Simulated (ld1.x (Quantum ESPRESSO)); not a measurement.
**zinc (Zn): excitation energies, all-electron against RRKJ**

* Element: Zn
* Generator: ld1.x (Quantum ESPRESSO) 7.5
* Type: norm-conserving RRKJ (Kleinman–Bylander form)
* Functional: PBEsol
* Relativity: scalar-relativistic
* Frozen core: [Ar]
* Valence charge: 12
* Reference configuration: 3d10 4s1 4p0 (charge +1)
* Partial waves: 4p (bound, empty): rc 2.55 bohr; 3d (bound): rc 1.10 bohr; 4s (bound): rc 1.55 bohr
* Local potential: the s channel
* Core correction: a·sin(br)/r model core, default radius (core density twice the valence density)
* rho0: 0.005

Energies are relative to the spin-unpolarised reference configuration 3d10 4s1 4p0; without spin polarisation the order of configurations can differ from experiment.

```json
{"valence configuration": "3d10 4s2 4p0", "charge": "0", "ΔE all-electron (eV)": "-9.899", "error AE − PS (meV)": "-4.5"}
{"valence configuration": "3d10 4s0 4p0", "charge": "+2", "ΔE all-electron (eV)": "18.348", "error AE − PS (meV)": "-17"}
{"valence configuration": "3d9 4s0 4p0", "charge": "+3", "ΔE all-electron (eV)": "58.857", "error AE − PS (meV)": "-470"}
{"valence configuration": "3d8 4s0 4p0", "charge": "+4", "ΔE all-electron (eV)": "120.638", "error AE − PS (meV)": "-2289"}
{"valence configuration": "3d10 4s1 4p1", "charge": "0", "ΔE all-electron (eV)": "-4.773", "error AE − PS (meV)": "-1.4"}
{"valence configuration": "3d10 4s0 4p1", "charge": "+1", "ΔE all-electron (eV)": "6.358", "error AE − PS (meV)": "-5.2"}
```

Task: What are ΔE and the potential's error for 3d10 4s0 4p2?

Result: ΔE = 0.704 eV all-electron; the error (AE − PS) is -5.0 meV.
